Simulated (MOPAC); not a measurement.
Job for MOPAC: PM6 on CH4GeO2 (SMILES C[O][Ge][OH]), a point of a torsion scan.

```
PM6 1SCF PRECISE CHARGE=0 THREADS=1
CH4GeO2

C     -0.97942605 1     0.16009044 1     0.36601436 1
O     -0.75734972 1    -1.08089224 1    -0.25096645 1
Ge    -1.12934442 1    -1.97949678 1    -1.74216226 1
O     -2.12501299 1    -0.84775793 1    -2.68765346 1
H     -1.78434852 1     0.07101443 1     1.10003980 1
H     -0.06426771 1     0.46532717 1     0.87949999 1
H     -1.25050869 1     0.93402996 1    -0.35961178 1
H     -2.40877913 1     0.02594938 1    -2.42563050 1
```

Program output:

```
*******************************************************************************
 **                                                                           **
 **                              MOPAC v23.2.5                                **
 **                                                                           **
 *******************************************************************************
 ** MOPAC's Digital Object Identifier: https://doi.org/10.5281/zenodo.6511958 **
 **                                                                           **
 ** Please cite the open-source release paper for use of this MOPAC version:  **
 ** J. E. Moussa and J. J. P. Stewart (2026)                                  **
 ** MOPAC: An open-source semiempirical molecular orbital program             **
 ** J. Open Source Softw., 11(119), 8025, https://doi.org/10.21105/joss.08025 **
 *******************************************************************************

                              PM6 CALCULATION RESULTS

 *******************************************************************************
 *  PM6        - The PM6 Hamiltonian to be used
 *
 *
 *
 *                 CHARGE ON SYSTEM = 0
 *
 *
 *
 *  PRECISE    - TIGHTER CRITERIA TO BE USED
 *  1SCF       - DO 1 SCF AND THEN STOP
 *  THREADS=1  - MULTI-THREADING NOT USED
 *  T=         - A TIME OF 172800.0 SECONDS REQUESTED
 *  DUMP=N     - RESTART FILE WRITTEN EVERY 7200.0 SECONDS REQUESTED
 *******************************************************************************
PM6 1SCF PRECISE CHARGE=0 THREADS=1
 CH4GeO2

   ATOM   CHEMICAL          X               Y               Z
  NUMBER   SYMBOL      (ANGSTROMS)     (ANGSTROMS)     (ANGSTROMS)

     1       C         -0.97942605  *   0.16009044  *   0.36601436  *
     2       O         -0.75734972  *  -1.08089224  *  -0.25096645  *
     3      Ge         -1.12934442  *  -1.97949678  *  -1.74216226  *
     4       O         -2.12501299  *  -0.84775793  *  -2.68765346  *
     5       H         -1.78434852  *   0.07101443  *   1.10003980  *
     6       H         -0.06426771  *   0.46532717  *   0.87949999  *
     7       H         -1.25050869  *   0.93402996  *  -0.35961178  *
     8       H         -2.40877913  *   0.02594938  *  -2.42563050  *



          CARTESIAN COORDINATES

    NO.       ATOM           X           Y           Z

     1         C         -0.9794      0.1601      0.3660
     2         O         -0.7573     -1.0809     -0.2510
     3        Ge         -1.1293     -1.9795     -1.7422
     4         O         -2.1250     -0.8478     -2.6877
     5         H         -1.7843      0.0710      1.1000
     6         H         -0.0643      0.4653      0.8795
     7         H         -1.2505      0.9340     -0.3596
     8         H         -2.4088      0.0259     -2.4256

 General Reference for PM6:
 "Optimization of Parameters for Semiempirical Methods V: Modification of NDDO Approximations
 and Application to 70 Elements", J. J. P. Stewart, J. Mol. Mod., 13, 1173-1213 (2007)
 URL: https://link.springer.com/article/10.1007/s00894-007-0233-4

           Empirical Formula: C H4 O2 Ge  =     8 atoms



      MOLECULAR POINT GROUP   :   C1


      RHF CALCULATION, NO. OF DOUBLY OCCUPIED LEVELS = 12


 -------------------------------------------------------------------------------
 PM6 1SCF PRECISE CHARGE=0 THREADS=1
 CH4GeO2



     1SCF WAS SPECIFIED, SO BFGS WAS NOT USED
     SCF FIELD WAS ACHIEVED


                              PM6 CALCULATION
                                                       MOPAC v23.2.5 Linux




          FINAL HEAT OF FORMATION =       -105.37318 KCAL/MOL =    -440.88138 KJ/MOL


          COSMO AREA              =        115.97 SQUARE ANGSTROMS
          COSMO VOLUME            =        104.37 CUBIC ANGSTROMS

          IONIZATION POTENTIAL    =          9.724190 EV
          HOMO LUMO ENERGIES (EV) =         -9.724 -0.109
          NO. OF FILLED LEVELS    =         12
          MOLECULAR WEIGHT        =        120.6314         POINT GROUP:  C1

          MOLECULAR DIMENSIONS (Angstroms)

            Atom       Atom       Distance
            H     6    O     4     4.32382
           Ge     3    H     7     2.55795
            H     5    H     6     1.57387


          SCF CALCULATIONS        =          1





   ATOM   CHEMICAL          X               Y               Z
  NUMBER   SYMBOL      (ANGSTROMS)     (ANGSTROMS)     (ANGSTROMS)

     1       C         -0.97942605  *   0.16009044  *   0.36601436  *
     2       O         -0.75734972  *  -1.08089224  *  -0.25096645  *
     3      Ge         -1.12934442  *  -1.97949678  *  -1.74216226  *
     4       O         -2.12501299  *  -0.84775793  *  -2.68765346  *
     5       H         -1.78434852  *   0.07101443  *   1.10003980  *
     6       H         -0.06426771  *   0.46532717  *   0.87949999  *
     7       H         -1.25050869  *   0.93402996  *  -0.35961178  *
     8       H         -2.40877913  *   0.02594938  *  -2.42563050  *

                             CARTESIAN COORDINATES

   1    C       -0.979426050     0.160090440     0.366014360
   2    O       -0.757349720    -1.080892240    -0.250966450
   3   Ge       -1.129344420    -1.979496780    -1.742162260
   4    O       -2.125012990    -0.847757930    -2.687653460
   5    H       -1.784348520     0.071014430     1.100039800
   6    H       -0.064267710     0.465327170     0.879499990
   7    H       -1.250508690     0.934029960    -0.359611780
   8    H       -2.408779130     0.025949380    -2.425630500


           Empirical Formula: C H4 O2 Ge  =     8 atoms



      MOLECULAR POINT GROUP   :   C1


                  EIGENVALUES
 -28.18777 -27.62366 -24.03758 -18.54821 -17.16330 -15.34403 -15.16779 -12.92492
 -12.17919 -10.77137 -10.58993  -9.72419  -0.10907   1.29875   1.88278   4.27354
   5.50882   5.63599   5.94800   6.13607


              NET ATOMIC CHARGES AND DIPOLE CONTRIBUTIONS

  ATOM NO.   TYPE          CHARGE      No. of ELECS.   s-Pop       p-Pop
    1          C          -0.106164        4.1062     1.07688     3.02928
    2          O          -0.697576        6.6976     1.74034     4.95723
    3         Ge           0.905066        3.0949     1.79743     1.29750
    4          O          -0.769850        6.7698     1.72471     5.04514
    5          H           0.118131        0.8819     0.88187
    6          H           0.127561        0.8724     0.87244
    7          H           0.099229        0.9008     0.90077
    8          H           0.323603        0.6764     0.67640
 DIPOLE           X         Y         Z       TOTAL
 POINT-CHG.     0.593    -1.120     0.240     1.290
 HYBRID        -0.753     2.154     0.430     2.323
 SUM           -0.160     1.035     0.671     1.243


          ATOMIC ORBITAL ELECTRON POPULATIONS

     Atom    s        px        py        pz
    1  C   1.07688   1.12237   0.85805   1.04887
    2  O   1.74034   1.84003   1.45140   1.66581
    3 Ge   1.79743   0.32600   0.60274   0.36877
    4  O   1.72471   1.78688   1.45540   1.80286
    5  H   0.88187
    6  H   0.87244
    7  H   0.90077
    8  H   0.67640

 **********************
 *                    *
 * JOB ENDED NORMALLY *
 *                    *
 **********************




 == MOPAC DONE ==
```

The run finished.

Cost: very roughly 0.020 core-seconds.
